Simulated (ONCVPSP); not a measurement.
## Ranking ONCV potentials for La

All share these settings but for the change named:

```
Element                 : lanthanum
Generator               : ONCVPSP 4.0.1
Type                    : optimised norm-conserving Vanderbilt (ONCV)
Functional              : PBEsol
Relativity              : scalar-relativistic
Frozen core             : [Kr] 4d10
Valence charge          : 11
Reference configuration : 5s2 5p6 5d1 6s2
Partial waves           : 5s+6s: rc 2.45 bohr, ncon 3, nbas 7, qcut 3.8 1/bohr, 2 projectors; 5p: rc 2.45 bohr, ncon 4, nbas 8, qcut 7 1/bohr, 2 projectors, debl 0.4 Ha; 5d: rc 2.65 bohr, ncon 3, nbas 7, qcut 3.3 1/bohr, 1 projector; f scattering state at 0.19 Ha: rc 2.65 bohr, ncon 4, nbas 9, qcut 3.7 1/bohr, 1 projector
Local potential         : polynomial inside 2.15 bohr (lpopt 5, dvloc0 3 Ha)
Core correction         : none
```

In the p channel the program set the typed energies aside and used -0.823, 0.250 Ha. In the f channel the program set the typed energies aside and used -0.161 Ha.

Test errors are all-electron minus pseudo excitation energies from the reference, over 5s2 5p6 5d1 6s1; 5s2 5p6 5d1 6s0; 5s2 5p6 5d0 6s0; 5s2 5p6 5d1 6s0 6p1. None of these files shows a bound ghost.

The base gives 8.1 meV.

Of 9 variants that were run, those that failed, showed a ghost or another fault, or gave nearly equal values are left out.

A variant can come out equal or close to the base, since the largest error may sit in a test that the change hardly touches while other tests move.

(1) Rank these variants by their largest absolute test error, smallest first.
A. d: qcut 2.7
B. d: qcut 2.3
C. d: qcut 1.9
D. d: qcut 4.9

Results:

(1) D (7.7 meV), A (8.8 meV), B (13.4 meV), C (16.0 meV).
